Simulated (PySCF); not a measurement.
**Magnetic susceptibility: `PCC[P@@H](CC)=O`, C₄H₁₂OP₂**

Cartesian coordinates in Å; atom numbers follow the order of the lines, from 1:
```xyz
19

C    -2.3462    0.4803   -1.2059
C    -2.0794    0.4758    0.2898
P    -0.3045    0.5474    0.7422
O    -0.0746    0.6123    2.1851
C     0.4940   -0.8948   -0.0661
C     1.9053   -0.9944    0.4904
P     2.7538    0.6396    0.2471
H    -1.9708   -0.4286   -1.6699
H    -1.8598    1.3332   -1.6749
H    -3.4147    0.5451   -1.4001
H    -2.4943   -0.4154    0.7710
H    -2.5365    1.3438    0.7760
H     0.1460    1.6532    0.0221
H     0.5024   -0.7689   -1.1504
H    -0.0935   -1.7855    0.1840
H     2.4701   -1.8109    0.0321
H     1.8486   -1.1637    1.5703
H     3.0248    0.4488   -1.1106
H     4.0195    0.1921    0.6196
```

Method: PySCF 2.14.0, GIAO wB97X-D/pcSseg-1 magnetisability, rotational g tensor and spin-rotation constants, non-relativistic, gas phase. Geometry: GFN2-xTB.

Task: What are the magnetisability and the molar susceptibility?

Result: Isotropic -1519 × 10⁻³⁰ J/T², or -91.5 × 10⁻⁶ cm³/mol; principal values -1571, -1539, -1448 × 10⁻³⁰ J/T², anisotropy 110 × 10⁻³⁰ J/T² (root of half the summed squared differences of the principal values). The susceptibility is in cgs units.

Task: Split it along the inertial axes a, b, c into diamagnetic and paramagnetic parts about the centre of mass, with the quadrupole moment.

Result: 
| axis | χ (10⁻⁶ cm³/mol) | diamagnetic (10⁻⁶ cm³/mol) | paramagnetic (10⁻⁶ cm³/mol) | summed x² of all electrons (Å²) | quadrupole Θ (D Å) |
| --- | --- | --- | --- | --- | --- |
| a | -90.6 | -527.3 | 436.7 | 272.3 | +10.01 |
| b | -92.6 | -1358.9 | 1266.3 | 76.3 | -11.60 |
| c | -91.3 | -1479.2 | 1387.9 | 48.0 | +1.59 |

Anisotropies 2χaa − χbb − χcc = +2.7 and 2χbb − χaa − χcc = -3.3 × 10⁻⁶ cm³/mol. Θ is traceless in Buckingham's convention.

Task: And the rotational g tensor?

Result: 
```tsv
axis	rotational constant (GHz)	g	nuclear part	electronic part
a	3.0808	-0.0310	0.6010	-0.6321
b	0.9843	-0.0031	0.5825	-0.5856
c	0.8944	-0.0066	0.5765	-0.5832
```
Asymmetric top; isotopes 12C, 1H, 16O, 31P; no vibrational averaging.
